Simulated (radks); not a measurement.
Results of a calculation; reference values are marked as such.
All-electron atom: Te4+ in [Kr] 4d10 5s2 (the NIST ground configuration). Level of theory: scalar-relativistic Kohn-Sham, exchange-only LDA, spin-unpolarised, spherical densities, finite nucleus; Fermi nuclear charge, rms radius 4.7423 fm (a radial shooting solver on a logarithmic mesh with Libxc functionals).

Local quantities along the radius. ELF = 1/(1 + alpha^2) is the electron localisation function; alpha = (tau - tau_W)/tau_unif compares the Pauli kinetic energy density with that of the uniform gas; r v_xc is r times the local exchange-correlation potential (hartree bohr). tau is taken from the large components.

| r (bohr) | ELF | alpha | r v_xc |
|---|---|---|---|
| 0.001936 | 0.999 | 0.02437 | -0.09363 |
| 0.002541 | 0.999 | 0.02601 | -0.1187 |
| 0.003362 | 0.999 | 0.02889 | -0.1505 |
| 0.004413 | 0.999 | 0.03348 | -0.1880 |
| 0.005839 | 0.998 | 0.04129 | -0.2334 |
| 0.007726 | 0.997 | 0.05480 | -0.2853 |
| 0.01014 | 0.994 | 0.07883 | -0.3400 |
| 0.01342 | 0.984 | 0.1282 | -0.3969 |
| 0.01761 | 0.948 | 0.2332 | -0.4474 |
| 0.0233 | 0.810 | 0.4846 | -0.4891 |
| 0.03083 | 0.499 | 1.002 | -0.5222 |
| 0.04047 | 0.319 | 1.460 | -0.5654 |
| 0.05355 | 0.434 | 1.142 | -0.6492 |
| 0.07029 | 0.680 | 0.6854 | -0.7586 |
| 0.093 | 0.746 | 0.5828 | -0.8473 |
| 0.1231 | 0.526 | 0.9495 | -0.8769 |
| 0.1615 | 0.320 | 1.458 | -0.9086 |
| 0.2137 | 0.560 | 0.8865 | -1.038 |
| 0.2805 | 0.762 | 0.5588 | -1.140 |
| 0.3712 | 0.582 | 0.8481 | -1.073 |
| 0.4911 | 0.190 | 2.064 | -0.9606 |
| 0.6446 | 0.583 | 0.8454 | -1.077 |
| 0.8529 | 0.764 | 0.5563 | -1.160 |
| 1.119 | 0.583 | 0.8459 | -1.049 |
| 1.481 | 0.310 | 1.492 | -0.8496 |
| 1.96 | 0.324 | 1.443 | -0.6759 |
| 2.572 | 0.530 | 0.9409 | -0.4967 |
| 3.404 | 0.615 | 0.7913 | -0.2841 |
| 4.468 | 0.418 | 1.180 | -0.1166 |

On this mesh the ELF has minima near r = 0.040, 0.16, 0.49, 1.7 bohr, which separate the shells, and maxima near 0.0011 (1.00), 0.093 (0.75), 0.28 (0.76), 0.85 (0.76), 3.4 (0.61).
